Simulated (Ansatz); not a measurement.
A run for Ansatz (a first-principles code): R-B3LYP/def2-TZVPP on I2 (SMILES II). Elements past Kr take the def2 small-core potentials; no spin–orbit coupling.

Ansatz 0.2 input:
```yaml
crystal:
  periodic: [false, false, false]
  atoms:
    - {symbol: I, position_ang: [0.00000000, -0.00000000, -1.34736602]}
    - {symbol: I, position_ang: [-0.00000000, 0.00000000, 1.34736602]}
basis:
  gaussian:
    orbitals: def2-TZVPP
hamiltonian:
  xc: {name: B3LYP}
scf: {lower_state_search: off}
```

Program output:

```
WARN ansatz: RAYON_NUM_THREADS=1 ignored (pool sized by the plan → 1); use --threads N
Functional definition: B3LYP
these checks for a lower state are left out or cut short: stability, starts, cluster_reference, orbital_swaps, neighbouring_geometries, increment
integrals: 0.03 GiB planned
822 factors; their error is unknown
mean field: 0.29 GiB planned
mean field evaluation 1: about -16207.2556 eV, gradient 6.6e0 eV
mean field evaluation 2: about -16207.3257 eV, gradient 3.7e0 eV
mean field evaluation 4: about -16207.3417 eV, gradient 2.2e-1 eV
mean field evaluation 8: about -16207.7922 eV, gradient 1.7e-2 eV
mean field evaluation 16: about -16207.7922 eV, gradient 2.8e-7 eV
mean field -16207.79216203 eV, -595.6253759186 hartree, gradient 2.8e-7 eV, S^2 0.000000; 0 other end points of the search recorded, 0 dependent functions left out
reference -16207.79234165 eV, -595.6253825193 hartree; 25, 25 occupied and 75, 75 virtual orbitals, 822 factors
Total energy: -16207.79234165 eV, -595.6253825193 hartree
Checks for a lower state left out: stability, starts, cluster_reference, orbital_swaps, neighbouring_geometries, increment
```

Self-consistency was reached.

Cost: very roughly 1.6 core-seconds.
